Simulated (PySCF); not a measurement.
A ladder of Hamiltonians for Tb⁴⁷⁺ (terbium, charge +47)

Occupied: 1s1/2, 2s1/2, 2p1/2, 2p3/2, 3s1/2, 3p1/2, 3p3/2. Hartree-Fock calculated with PySCF 2.14 in an uncontracted even-tempered set (17 s from 5.1 bohr⁻², ratio 2.7; 14 p from 6.1 bohr⁻², ratio 2.7), Gaussian nucleus throughout. NR is non-relativistic, sf-X2C the spin-free one-electron X2C Hamiltonian, X2C adds the bare one-electron spin-orbit term, X2C-SNSO screens it by Boettger's factors, DC is four-component Dirac-Coulomb, and the Gaunt and Breit terms are added at first order (total energies over the DC spinors, levels after relaxing the spinors in that mean field). QED terms are absent. Levels marked empty are virtual spinors of this ion; the basis has s and p functions only, so 3d, which can lie below the n = 4 levels, is absent.

```tsv
Hamiltonian	E (hartree)	E − E(DC) (hartree)	CPU seconds
NR	-9213.4439	475.3174	0.21
sf-X2C	-9677.1181	11.6432	0.15
X2C	-9685.5897	3.1717	0.15
X2C-SNSO	-9685.0475	3.7139	0.15
DC	-9688.7614	0.0000	7.5
DC+Gaunt	-9677.8993	10.8621	13
DC+Breit	-9678.9584	9.8030	40
```

```csv
level (eV),NR,sf-X2C,X2C,X2C-SNSO,DC,DC+Gaunt,DC+Breit
1s1/2,-52109.7,-55302.3,-55292.1,-55292.7,-55350.9,-55187.2,-55199.5
2s1/2,-10863.7,-11735.3,-11732.3,-11732.5,-11740.1,-11722.5,-11723.8
2p1/2,-10497.4,-10767.5,-11323.3,-11303.9,-11307.6,-11278.9,-11281.7
2p3/2,-10497.4,-10767.5,-10532.4,-10539.3,-10545.4,-10525.5,-10528.3
3s1/2,-4250.0,-4506.9,-4506.0,-4506.1,-4507.9,-4503.8,-4504.2
3p1/2,-4097.2,-4198.6,-4337.0,-4332.2,-4333.1,-4326.2,-4327.0
3p3/2,-4097.2,-4198.6,-4139.3,-4141.0,-4142.4,-4137.6,-4138.4
4s1/2 (empty),-2160.1,-2256.0,-2255.8,-2255.8,-2256.4,-2254.9,-2255.1
4p1/2 (empty),-2102.3,-2145.4,-2194.9,-2193.2,-2193.5,-2191.0,-2191.3
4p3/2 (empty),-2102.3,-2145.4,-2124.3,-2124.9,-2125.4,-2123.6,-2124.0
```

```tsv
interval (eV)	X2C	X2C-SNSO	DC	DC+Gaunt	DC+Breit
2p3/2 − 2p1/2	790.9	764.6	762.2	753.4	753.4
3p3/2 − 3p1/2	197.7	191.1	190.7	188.6	188.6
4p3/2 − 4p1/2	70.56	68.22	68.14	67.36	67.36
```

Weight of the small component: 1s1/2 0.0588, 2s1/2 0.0133, 2p1/2 0.0133, 2p3/2 0.0123, 3s1/2 0.00494, 3p1/2 0.00485, 3p3/2 0.00460, 4s1/2 0.00224, 4p1/2 0.00227, 4p3/2 0.00215.

Koopmans' value for the highest occupied level at DC+Breit: 4138.4 eV, against an ionisation energy of 4139 ± 4 eV (theoretical estimate listed by NIST; NIST Atomic Spectra Database, ionization energies); the former lacks relaxation, correlation, QED and recoil.

The whole ladder took 63 s of wall time on 1 thread of Intel(R) Xeon(R) 6975P-C (shared host), launched as `OMP_NUM_THREADS=1 python relrun2.py TASK.json OUT` (a driver that calls PySCF for each Hamiltonian).
